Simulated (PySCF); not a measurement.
# Spectroscopy problems

Calculated, not measured (PySCF): NMR shieldings at PBE0/pcSseg-1/GIAO, GFN2-xTB structure. Averaged over atoms made equivalent by symmetry, fast rotation or ring inversion, no relativistic terms, isolated molecule, one conformer.

References, each an isolated molecule treated in the same way: 1H (σref 31.72), 13C (σref 186.93) vs TMS. Splittings of carbon signals by F and P are missing where no couplings were computed. Where no couplings were computed, multiplicities follow the n + 1 count of equivalent neighbours, and m marks all less simple cases (inequivalent or close neighbours, rings, F or P nearby). Shifts are as computed. Against solution values, carbons near 30 ppm lie about +3 ppm off and those near 130 ppm about +5 ppm; carbons on Cl a further +6 ppm. Of 1211 compounds with measured shifts, 218 miss one by over three times the rms of a fit or turn the order of signals round; such compounds aren't used in these exercises. Carbons bonded to Cl come out too deshielded.

**Question.** C8H6ClFO. 1H NMR (300 MHz, computed): δ 7.26 (m, 1H), 6.88 (m, 1H), 4.91 (m, 2H), 3.39 (m, 2H). 13C{1H} NMR (computed): δ 168.8 (C), 166.1 (C), 127.3 (CH), 127.2 (C), 114.8 (C), 113.0 (CH), 74.0 (CH2), 33.6 (CH2). Give a structure.

**Answer.** SMILES Fc1ccc2c(c1Cl)OCC2. The formula gives 5 degrees of unsaturation (2 rings in the answer). 8 carbon signals for 8 carbons: no two carbons are equivalent. Carbon types of the structure: 4 × C, 2 × CH, 2 × CH2, which accounts for all hydrogens. δC 168.8: aromatic carbon bearing fluorine; the electronegative substituent deshields the carbon that carries it. δC 166.1: aromatic carbon bearing oxygen; the electronegative substituent deshields the carbon that carries it. δC 127.3, 113.0: aromatic CH. δC 74.0: sp3 CH2 bonded to O; the inductive effect lowers its shielding.

This is the structure that produced the data.

**Question.** C5H7FO. 1H NMR (500 MHz, computed): δ 1.45 (m, 2H), 1.38 (s, 3H), 0.82 (m, 2H). 13C{1H} NMR (computed): δ 174.4 (C), 21.4 (CH3), 19.6 (CH2), 19.4 (C). Give a structure.

**Answer.** `O=C(C1(C)CC1)F`. The formula gives 2 degrees of unsaturation (1 ring in the answer). 4 carbon signals for 5 carbons: some carbons are equivalent by symmetry or fast rotation. Carbon types of the structure: 2 × C, 2 × CH2, 1 × CH3, which accounts for all hydrogens. δC 174.4: carbonyl carbon. δC 21.4: methyl carbon; a saturated carbon with 1 carbon neighbour and no heteroatom attached. δC 19.6, 19.4: three-membered-ring carbon; carbons of three-membered rings are unusually shielded. δH 1.45, 0.82: hydrogen on a three-membered-ring carbon; cyclopropane-type protons are shielded by the ring.

The shifts were computed for this structure.
